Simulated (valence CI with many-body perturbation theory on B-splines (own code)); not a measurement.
# La⁸⁺ in brief

Calculated by valence CI with perturbative core correlation (CI+MBPT): three valence electrons over a frozen Dirac-Fock core [Kr] 4d10, radial functions for each j: 7 s, 7 p, 7 d, 7 f, 4 g, 2 h, with the one-electron correlation potential Σ1, the two-electron term Σ2, the three-electron term Σ3, Breit, model QED; selected CI, second order for the rest, scaled by the run's own slope (own B-spline code, finite nucleus).

No measured levels were compared; by estimate levels hold to about 250 cm⁻¹ or 0.2 % of their energy and the worst to 1 %, as in measured heavy ions of charge 2 to 7; those with d or f electrons hold less well.

Rates and lifetimes use the calculated energies. Strong lines usually hold to 10 to 20 %, long lifetimes can be off by a factor of two.

(1) What is the ground level?

(2) How is the term ²P° of the ground level split?

(3) How well does LS coupling describe the low levels?

(4) Where does the other parity begin?

(5) Name the longest-lived excited levels whose lifetime is computed, and their main decay.

Answers

(1) 5s²5p ²P°_1/2, composition 98 % 5s²5p ²P°, g = 0.665.

(2) J = 1/2 at 0.0, J = 3/2 at 28270 cm⁻¹.

(3) Among the lowest 20 levels the leading LS term, summed over configurations, holds 71 % on average. For single configurations the figures are 69 % in LS and 74 % in jj coupling. Terms mix most in the J = 7/2 level at 234410 cm⁻¹, where the leading one holds 38 %.

(4) At 5s5p² ⁴P_1/2, 127390 cm⁻¹.

(5) 5s²5p ²P°_3/2 at 28270 cm⁻¹ lives 4.86 ms, mostly by M1 to 5s²5p ²P°_1/2; 4f5s² ²F°_5/2 at 100160 cm⁻¹ lives 2.47 ms, mostly by E2 to 5s²5p ²P°_1/2; 4f5s5p ⁴D_1/2 at 252900 cm⁻¹ lives 3.93 μs, mostly by E1 to 5s²5p ²P°_1/2. The lifetime of 4f5s² ²F°_7/2 is too uncertain to give, and may be longer. The lifetime of 4f5s5p ⁴G_11/2 is too uncertain to give, and may be longer.
